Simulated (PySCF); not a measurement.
C2H8ClNSi (SMILES CNC[SiH2]Cl), singlet, geometry from GFN2-xTB; TPSS/STO-3G (PySCF).

The PySCF input:
```python
from pyscf import gto, scf, dft

mol = gto.M(
    atom='''
C     2.862640    0.362066    0.777918
N     1.418761    0.253243    0.771222
C     0.815704    0.758743   -0.450967
Si   -1.082366    0.634187   -0.341854
Cl   -1.575075   -1.317600   -0.190191
H     3.247286   -0.060720    1.704407
H     3.132297    1.418391    0.738038
H     3.343984   -0.147617   -0.071523
H     1.154637   -0.718927    0.903111
H     1.106595    1.808568   -0.545704
H     1.204185    0.249529   -1.351510
H    -1.571007    1.319180    0.848117
H    -1.689972    1.154633   -1.566005
''',
    basis='sto-3g',
    charge=0,
    spin=0,
    verbose=3,
)

mf = dft.RKS(mol)
mf.xc = 'tpss'
mf.kernel()
mf.analyze()
```

Question: Predict the main parts of the log of this PySCF run.

Answer: 
```
converged SCF energy = -875.548367098039
**** MO energy ****
MO #1   energy= -99.8616133393007  occ= 2
MO #2   energy= -65.0047206229195  occ= 2
MO #3   energy= -13.9015572983784  occ= 2
MO #4   energy= -9.85636719350737  occ= 2
MO #5   energy= -9.8361449657791   occ= 2
MO #6   energy= -8.97868117152033  occ= 2
MO #7   energy= -6.78360343308787  occ= 2
MO #8   energy= -6.76844502928337  occ= 2
MO #9   energy= -6.76817906761823  occ= 2
MO #10  energy= -4.98612683829703  occ= 2
MO #11  energy= -3.31463026081987  occ= 2
MO #12  energy= -3.30890372573791  occ= 2
MO #13  energy= -3.30877844010757  occ= 2
MO #14  energy= -0.802074711446203 occ= 2
MO #15  energy= -0.702589892174161 occ= 2
MO #16  energy= -0.616827300019641 occ= 2
MO #17  energy= -0.552814216678941 occ= 2
MO #18  energy= -0.455482184549758 occ= 2
MO #19  energy= -0.401656663932477 occ= 2
MO #20  energy= -0.364018338700521 occ= 2
MO #21  energy= -0.357145706952936 occ= 2
MO #22  energy= -0.331499717542739 occ= 2
MO #23  energy= -0.30499182840477  occ= 2
MO #24  energy= -0.295359144071654 occ= 2
MO #25  energy= -0.282991450948322 occ= 2
MO #26  energy= -0.258181574259921 occ= 2
MO #27  energy= -0.195889098365296 occ= 2
MO #28  energy= -0.193914422774841 occ= 2
MO #29  energy= -0.0845061237824913 occ= 2
MO #30  energy= 0.150853462965569  occ= 0
MO #31  energy= 0.236658702715538  occ= 0
MO #32  energy= 0.27150346605241   occ= 0
MO #33  energy= 0.287669267006695  occ= 0
MO #34  energy= 0.358309401785215  occ= 0
MO #35  energy= 0.369078075985712  occ= 0
MO #36  energy= 0.390109365700934  occ= 0
MO #37  energy= 0.428773656223033  occ= 0
 ** Mulliken atomic charges  **
charge of    0C =     -0.06291
charge of    1N =     -0.21036
charge of    2C =     -0.14810
charge of    3Si =      0.62349
charge of    4Cl =     -0.28038
charge of    5H =      0.04614
charge of    6H =      0.04269
charge of    7H =      0.02302
charge of    8H =      0.11185
charge of    9H =      0.04071
charge of   10H =      0.02183
charge of   11H =     -0.10070
charge of   12H =     -0.10726
Dipole moment(X, Y, Z, Debye):  0.99710,  1.65008, -0.89256
```
